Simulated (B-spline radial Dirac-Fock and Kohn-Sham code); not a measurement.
Cd⁺ 4s: cross section and angular parameters

System: the Cd⁺ ion in the configuration [Kr] 4d10 5s1; threshold 122.3 eV (orbital energy of the model). Model: Dirac-Hartree-Slater photoionisation with a Latter tail; cross sections with all multipoles, angular parameters from the dipole term and its interference with E2. Program: an atomic code on a B-spline grid.

For linearly polarised light dσ/dΩ = σ/(4π) [1 + β P₂(cos θ) + (δ + γ cos²θ) sin θ cos φ], with θ from the polarisation vector and φ the angle between the beam and the projection of the electron momentum on the plane normal to the polarisation.

| hν (eV) | σ (kb) | β | γ |
| --- | --- | --- | --- |
| 262 | 120 | 1.977 | 0.313 |
| 308 | 101 | 1.981 | 0.331 |
| 364 | 83.3 | 1.983 | 0.335 |
| 421 | 69.2 | 1.985 | 0.330 |
| 510 | 53.2 | 1.987 | 0.311 |
| 738 | 30.4 | 1.989 | 0.237 |
| 800 | 26.7 | 1.990 | 0.216 |
| 831 | 25.2 | 1.990 | 0.206 |
| 1090 | 16.1 | 1.991 | 0.125 |
| 1486.9 | 9.42 | 1.992 | 0.029 |
| 1850 | 6.39 | 1.992 | -0.030 |
| 2000 | 5.56 | 1.992 | -0.049 |
| 2520 | 3.65 | 1.993 | -0.088 |
| 2580 | 3.49 | 1.993 | -0.091 |
| 2984.4 | 2.66 | 1.993 | -0.098 |
| 3380 | 2.10 | 1.993 | -0.093 |
| 4000 | 1.52 | 1.993 | -0.065 |
| 5150 | ? | ? | ? |
| 8047.8 | 0.366 | 1.994 | 0.345 |
| 9880 | 0.236 | 1.993 | 0.565 |

Question: Give the values at 5150 eV.

Answer: σ = 0.919 kb, β = 1.994, γ = 0.023. For an s subshell δ is negligible.

Values without a named source are computed, but for edge energies of neutral atoms, which are taken from tables.
